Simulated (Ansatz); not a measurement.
The cluster GeTe₂. The state is a singlet with charge 0. Geometry r2SCAN-D4/def2-TZVP.

| atom | x (Å) | y (Å) | z (Å) |
| --- | --- | --- | --- |
| Ge1 | 0.000 | 0.000 | 0.000 |
| Te2 | 0.006 | -1.996 | 1.197 |
| Te3 | -0.006 | 1.996 | -1.197 |

In the def2 sets Te takes a core potential; there is no spin–orbit coupling. Another isomer (singlet) lies 0.25 eV lower at PBE0-D4/def2-TZVP; other spin states weren't run for this one.

Question: Estimate the orbital energies around the gap (eV) in Ansatz with PBE-D4/def2-TZVP, r2SCAN-D4/def2-TZVP, B97M-V/def2-TZVP, PBE0-D4/def2-TZVP.

Answer: 
```csv
orbital,PBE-D4/def2-TZVP,r2SCAN-D4/def2-TZVP,B97M-V/def2-TZVP,PBE0-D4/def2-TZVP
HOMO−9,-31.08,-31.97,-32.40,-35.24
HOMO−8,-31.08,-31.97,-32.40,-35.24
HOMO−7,-16.56,-17.21,-16.95,-18.50
HOMO−6,-15.74,-16.32,-16.01,-17.53
HOMO−5,-11.57,-11.95,-11.63,-12.85
HOMO−4,-8.22,-8.56,-8.42,-9.22
HOMO−3,-6.89,-7.21,-7.02,-7.96
HOMO−2,-6.89,-7.21,-7.02,-7.96
HOMO−1,-5.88,-6.14,-5.98,-6.79
HOMO,-5.88,-6.14,-5.98,-6.79
LUMO,-3.24,-3.12,-2.89,-2.51
LUMO+1,-3.07,-3.06,-2.89,-2.50
LUMO+2,-3.07,-3.06,-2.87,-2.50
LUMO+3,0.93,1.69,1.15,1.65
LUMO+4,1.78,2.41,1.92,2.42
LUMO+5,2.94,3.38,3.12,3.67
```
